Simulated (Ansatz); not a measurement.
CH7ClOSi2, SMILES `CO[SiH2][SiH2]Cl`. Total charge 0; spin multiplicity 1.

Cartesian coordinates in Å:
```
C 1.607 -1.540 -0.723
O 0.946 -0.555 0.041
Si -0.529 0.048 -0.367
Si -1.085 1.628 1.265
Cl -2.935 2.386 0.739
H 1.806 -1.187 -1.741
H 1.018 -2.462 -0.780
H 2.559 -1.765 -0.241
H -1.558 -1.033 -0.414
H -0.495 0.687 -1.715
H -1.206 1.034 2.620
H -0.128 2.761 1.315
```

**Question.** List the harmonic frequencies (cm⁻¹, unscaled) at PBE0-D4/def2-TZVP in Ansatz. (An estimate is asked.)

**Answer.** Ansatz gave: 39, 67, 71, 101, 157, 230, 360, 458, 542, 583, 687, 717, 769, 782, 876, 943, 956, 1143, 1180, 1210, 1480, 1494, 1496, 2191, 2191, 2228, 2239, 3015, 3077, 3126.

**Question.** Is this a minimum?

**Answer.** Yes, all 30 modes are real.

**Question.** Give the ideal-gas thermochemistry at 298.15 K and 1 bar (rigid rotor, harmonic oscillator; point group Cs, symmetry number 1).

**Answer.** Zero-point energy 205.8 kJ/mol; H(298) − E = 231.3 kJ/mol; entropy 397.1 J/(mol·K), of which translation 169.2, rotation 118.5, vibration 109.4; G(298) − E = 112.8 kJ/mol. Modes under 100 cm⁻¹ are hindered rotations or soft bends, so the harmonic entropy is rough.
